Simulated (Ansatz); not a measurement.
Stepwise reaction of `C[SiH](Cl)S[SiH2]Cl` with hydrogen, as a gas-phase model of exchange steps in deposition or etching. ΔE in kJ/mol.

Computed with Ansatz on PBE0-D4/def2-TZVP structures; ΔE is electronic, products minus reactants. CCSD(T)/CBS is the MP2 limit (def2-TZVPP, def2-QZVPP) plus CCSD(T) − MP2 in def2-TZVPP, frozen cores. This one scheme is used for every species. DFT in def2-TZVPP. B3LYP here is the variant with VWN-RPA as its local correlation; programs differ in this. Each species was taken in one conformer, which may not be the lowest.

| step | reaction | PBE-D4 | B3LYP-D4 | ωB97M-V | CCSD(T)/CBS |
| --- | --- | --- | --- | --- | --- |
| 2 | `C[SiH2]S[SiH2]Cl` + H₂ → `C[SiH2]S[SiH3]` + HCl | 78.4 | 76.0 | 78.8 | 78.2 |

Q: Give the row of step 1, `C[SiH](Cl)S[SiH2]Cl` + H₂ → `C[SiH2]S[SiH2]Cl` + HCl. (An estimate is asked.)

A: Computed: 
```csv
step,reaction,PBE-D4,B3LYP-D4,ωB97M-V,CCSD(T)/CBS
1,`C[SiH](Cl)S[SiH2]Cl` + H₂ → `C[SiH2]S[SiH2]Cl` + HCl,90.2,91.5,90.4,89.4
```

Q: By hand: ΔE of the 2 steps together at CCSD(T)/CBS.

A: (89.4) + (78.2) = 167.6 kJ/mol, or 83.8 kJ/mol a step.

In ΔE each step is lower than the one before. All are uphill at CCSD(T)/CBS. PBE-D4 differs from CCSD(T)/CBS by 0.2 to 0.8 kJ/mol a step. Isolated molecules leave out the surface, adducts and barriers. Largest T1 diagnostic: 0.011.
